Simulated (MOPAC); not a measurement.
MOPAC input (PM6):

```
PM6 1SCF CHARGE=-1 GEO-OK AUX(PRECISION=9) THREADS=1
C2HF4

F     1.86634900 1    0.73467300 1    0.09414500 1
C     1.06687600 1   -0.28632100 1   -0.56969600 1
C    -0.28987200 1   -0.14691100 1   -0.08185100 1
F    -0.54503500 1   -0.17261300 1    1.33522500 1
F    -1.08498200 1   -1.16310700 1   -0.54379500 1
F    -0.91560900 1    1.02836800 1   -0.42840400 1
H     1.45146600 1   -1.24650000 1   -0.20524900 1
```

From the output:

```
                                                       MOPAC v23.2.5 Linux

          FINAL HEAT OF FORMATION =       -212.84108 KCAL/MOL =    -890.52707 KJ/MOL

          COSMO AREA              =        106.23 SQUARE ANGSTROMS
          COSMO VOLUME            =         91.81 CUBIC ANGSTROMS

          IONIZATION POTENTIAL    =          3.476933 EV
          HOMO LUMO ENERGIES (EV) =         -3.477  6.709
          NO. OF FILLED LEVELS    =         19
          MOLECULAR WEIGHT        =        101.0235         POINT GROUP:  C1

          MOLECULAR DIMENSIONS (Angstroms)

            Atom       Atom       Distance
            F     5    F     1     3.56636
            H     7    F     6     3.19477
            C     2    F     4     2.13029

          SCF CALCULATIONS        =          1

   ATOM   CHEMICAL          X               Y               Z
  NUMBER   SYMBOL      (ANGSTROMS)     (ANGSTROMS)     (ANGSTROMS)

     1       F          1.86634900  *   0.73467300  *   0.09414500  *
     2       C          1.06687600  *  -0.28632100  *  -0.56969600  *
     3       C         -0.28987200  *  -0.14691100  *  -0.08185100  *
     4       F         -0.54503500  *  -0.17261300  *   1.33522500  *
     5       F         -1.08498200  *  -1.16310700  *  -0.54379500  *
     6       F         -0.91560900  *   1.02836800  *  -0.42840400  *
     7       H          1.45146600  *  -1.24650000  *  -0.20524900  *

                             CARTESIAN COORDINATES

   1    F        1.866349000     0.734673000     0.094145000
   2    C        1.066876000    -0.286321000    -0.569696000
   3    C       -0.289872000    -0.146911000    -0.081851000
   4    F       -0.545035000    -0.172613000     1.335225000
   5    F       -1.084982000    -1.163107000    -0.543795000
   6    F       -0.915609000     1.028368000    -0.428404000
   7    H        1.451466000    -1.246500000    -0.205249000

           Empirical Formula: C2 H F4  =     7 atoms

      MOLECULAR POINT GROUP   :   C1

                  EIGENVALUES
 -36.67195 -36.36514 -35.08839 -34.24775 -20.40112 -15.72820 -13.50860 -13.37151
 -12.19549 -11.53029 -11.11064 -10.99494 -10.42039 -10.21682 -10.15260  -9.91097
  -8.94496  -7.55300  -3.47693   6.70915   7.14682   7.61799   9.07505   9.74492
  11.60396

              NET ATOMIC CHARGES AND DIPOLE CONTRIBUTIONS

  ATOM NO.   TYPE          CHARGE      No. of ELECS.   s-Pop       p-Pop
    1          F          -0.305707        7.3057     1.97756     5.32814
    2          C          -0.442638        4.4426     1.33901     3.10363
    3          C           0.615987        3.3840     1.21226     2.17175
    4          F          -0.388330        7.3883     1.97910     5.40923
    5          F          -0.284770        7.2848     1.97153     5.31324
    6          F          -0.276313        7.2763     1.97249     5.30383
    7          H           0.081770        0.9182     0.91823
 DIPOLE           X         Y         Z       TOTAL
 POINT-CHG.    -1.681    -0.767    -0.397     1.890
 HYBRID        -0.642    -0.018     1.750     1.864
 SUM           -2.322    -0.786     1.354     2.801

          ATOMIC ORBITAL ELECTRON POPULATIONS

     Atom    s        px        py        pz
    1  F   1.97756   1.79094   1.68070   1.85650
    2  C   1.33901   0.79274   0.88802   1.42288
    3  C   1.21226   0.84965   0.65509   0.66702
    4  F   1.97910   1.97329   1.97957   1.45637
    5  F   1.97153   1.78598   1.62450   1.90276
    6  F   1.97249   1.86156   1.51062   1.93165
    7  H   0.91823

 **********************
 *                    *
 * JOB ENDED NORMALLY *
 *                    *
 **********************

 == MOPAC DONE ==
```

The dipole moment of an ion depends on the origin.

The geometry given is a B3LYP-D3(BJ)/def2-TZVP minimum.
